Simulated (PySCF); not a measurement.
BeSi⁺: frontier orbitals

r²SCAN at R = 2.306 Å; basis Be pcseg-1, Si pcseg-1; no relativity; PySCF 2.14. State: ²Π (doublet), unpaired electrons π ↑. Only the outer orbitals are listed, counted within each symmetry.

| spin | orbital | occ. | ε (eV) | on Be (%) | main shells (%) |
| --- | --- | --- | --- | --- | --- |
| α | 5σ | 1 | -18.14 | 12 | 85 Si s |
| α | 6σ | 1 | -12.64 | 49 | 48 Be s, 35 Si p, 15 Si s |
| α | 2π | 1 | -10.96 | 16 | 84 Si p, 16 Be p |
| α | 2π | 0 | -10.23 | 19 | 81 Si p, 19 Be p |
| α | 7σ | 0 | -9.32 | 75 | 41 Be s, 33 Be p, 25 Si p |
| α | 3π | 0 | -7.24 | 84 | 84 Be p, 15 Si p |
| β | 5σ | 1 | -17.20 | 17 | 79 Si s, 12 Be s |
| β | 6σ | 1 | -12.27 | 54 | 55 Be s, 28 Si p, 17 Si s |
| β | 2π | 0 | -10.00 | 24 | 76 Si p, 24 Be p |
| β | 7σ | 0 | -9.58 | 67 | 43 Be p, 30 Si p, 24 Be s |
| β | 2π | 0 | -9.00 | 40 | 60 Si p, 40 Be p |

Task: Which are the highest filled and the lowest empty level, where do they sit, and how wide is the gap?

Result: Highest filled α 2π at -10.96 eV (in %: 84 Si p, 16 Be p); lowest empty α 2π at -10.23 eV (in %: 81 Si p, 19 Be p); the gap at r²SCAN is 0.73 eV. Both belong to one degenerate shell, split only by its one-sided filling, so this is no excitation gap.

The bond order (Mayer) is 1.19, the ⟨S²⟩ is 0.773 and the charge on Be (Mulliken, basis-dependent) is 0.51. The charge on Be (Löwdin, basis-dependent) is 0.51. The dipole moment (positive dipole points towards Si; it is taken about the centre of mass and depends on that origin) is -4.78 D.

The state was picked by a PBE0 search and need not be the measured ground state.
